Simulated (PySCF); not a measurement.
# Sn(2+) (tin, charge +2) across methods

[Kr] 4d10 5s1 6s1, high-spin 3S determinant (an excited configuration). Computed with PySCF 2.14 in x2c-TZVPPall with one added diffuse shell each of s, p, d, f type (9s7p5d3f, 76 functions), with the spin-free X2C one-electron Hamiltonian (Gaussian nucleus). The B2PLYP total includes its PT2 part (frozen core); its orbital energies are those of the SCF part.

```json
{"method": "BLYP", "E (hartree)": "-6175.24", "mean ε 4d β (eV)": "-48.305", "mean ε 5s α (eV)": "-30.471", "mean ε 6s α (eV)": "-11.364", "Σ⟨r²⟩ (bohr²)": "53.87", "⟨S²⟩": "2.000"}
{"method": "LDA", "E (hartree)": "-6169.01", "mean ε 4d β (eV)": "-48.689", "mean ε 5s α (eV)": "-30.909", "mean ε 6s α (eV)": "-11.616", "Σ⟨r²⟩ (bohr²)": "53.59", "⟨S²⟩": "2.000"}
{"method": "wB97X-V", "E (hartree)": "-6174.75", "mean ε 4d β (eV)": "-53.764", "mean ε 5s α (eV)": "-33.584", "mean ε 6s α (eV)": "-13.104", "Σ⟨r²⟩ (bohr²)": "54.66", "⟨S²⟩": "2.000"}
{"method": "PBE0", "E (hartree)": "-6174.70", "mean ε 4d β (eV)": "-51.238", "mean ε 5s α (eV)": "-31.415", "mean ε 6s α (eV)": "-11.990", "Σ⟨r²⟩ (bohr²)": "54.34", "⟨S²⟩": "2.000"}
{"method": "BHandHLYP", "E (hartree)": "-6175.04", "mean ε 4d β (eV)": "-53.845", "mean ε 5s α (eV)": "-32.464", "mean ε 6s α (eV)": "-12.132", "Σ⟨r²⟩ (bohr²)": "54.80", "⟨S²⟩": "2.000"}
{"method": "r2SCAN", "E (hartree)": "-6175.05", "mean ε 4d β (eV)": "-49.213", "mean ε 5s α (eV)": "-30.472", "mean ε 6s α (eV)": "-11.502", "Σ⟨r²⟩ (bohr²)": "54.51", "⟨S²⟩": "2.001"}
{"method": "B2PLYP", "E (hartree)": "-6174.37", "mean ε 4d β (eV)": "-53.860", "mean ε 5s α (eV)": "-32.411", "mean ε 6s α (eV)": "-12.150", "Σ⟨r²⟩ (bohr²)": "55.03", "⟨S²⟩": "2.000"}
{"method": "UHF", "E (hartree)": "-6172.41273", "mean ε 4d β (eV)": "-58.285", "mean ε 5s α (eV)": "-33.792", "mean ε 6s α (eV)": "-12.765", "Σ⟨r²⟩ (bohr²)": "56.37", "⟨S²⟩": "2.001"}
```

Estimate the same row for PBE.

E (hartree) = -6174.61; mean ε 4d β (eV) = -48.462; mean ε 5s α (eV) = -30.413; mean ε 6s α (eV) = -11.596; Σ⟨r²⟩ (bohr²) = 53.90; ⟨S²⟩ = 2.000.

The outer electron is Rydberg-like, and this basis confines it to a smaller radius and binds it less than a complete one would.
